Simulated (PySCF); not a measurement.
Molecule: `InChI=1S/C5H11NO/c1-4(2)6-5(3)7/h4H,1-3H3,(H,6,7)`.

Geometry (Å), atoms numbered from 1 in this order:
```xyz
18

C     2.7830    0.1249    0.3169
C     1.3377    0.5667    0.4147
O     0.9803    1.4875    1.1227
N     0.4747   -0.1523   -0.3578
C    -0.9515    0.1009   -0.3995
C    -1.4117    0.3566   -1.8289
C    -1.7306   -1.0269    0.2675
H     3.3907    0.7722    0.9588
H     2.8964   -0.9201    0.6440
H     3.1462    0.1951   -0.7199
H     0.8363   -0.9252   -0.9023
H    -1.0808    1.0190    0.1934
H    -1.2535   -0.5322   -2.4630
H    -2.4854    0.5952   -1.8581
H    -0.8593    1.1968   -2.2739
H    -2.8093   -0.8090    0.2735
H    -1.5861   -1.9808   -0.2668
H    -1.4017   -1.1631    1.3079
```

Geometry PBE0-D3(BJ)/def2-SVP throughout; GIAO in PySCF, gas phase, one conformer, non-relativistic; equivalent atoms averaged; basis pcSseg-1.

(1) How do the shifts δ (against TMS, NH3 at the same level) depend on the functional? (a selection of nuclei; ppm; last column core-seconds on shared hosts with different chips, so compare them loosely; the GGAs took longer than the global hybrids here, which isn't the general rule, and the cause wasn't traced)

(2) Which nucleus among those listed moves most, in ppm?

## Answers

(1) 
```tsv
functional	kind	C2	C5	C6/C7	C1	N4	H12	H11	H8/H9/H10	H13/H14/H15/H16/H17/H18	core-s
BP86	GGA	161.6	40.7	25.2	23.6	157.4	4.41	3.88	1.76	1.02	32
OPBE	GGA	154.4	39.0	23.8	22.8	147.4	4.40	3.95	1.76	1.00	34
KT3	GGA	152.7	40.7	24.6	22.6	146.2	4.40	3.79	1.73	1.02	34
B97-D	GGA	158.3	40.7	25.2	23.5	151.8	4.41	3.86	1.77	1.04	32
PBE0	global hybrid	166.7	38.6	24.9	23.8	151.3	4.32	3.81	1.77	1.01	27
mPW1PW91	global hybrid	167.0	38.6	24.9	24.0	150.4	4.31	3.80	1.78	1.01	21
B97-2	global hybrid	163.7	38.9	24.8	23.7	147.2	4.32	3.80	1.77	1.02	21
BHandHLYP	global hybrid	172.6	37.7	25.2	24.1	146.6	4.23	3.67	1.80	1.03	19
wB97X-D	range-separated hybrid	168.9	38.2	25.2	24.7	147.7	4.26	3.77	1.78	1.02	26
```

(2) C2 (amide carbonyl carbon): from 152.7 ppm with KT3 to 172.6 ppm with BHandHLYP. The smallest spread is 0.05 ppm, at H13/H14/H15/H16/H17/H18. Proton shifts span only some 12 ppm, so a few tenths of a ppm matter as much there as several ppm in carbon.
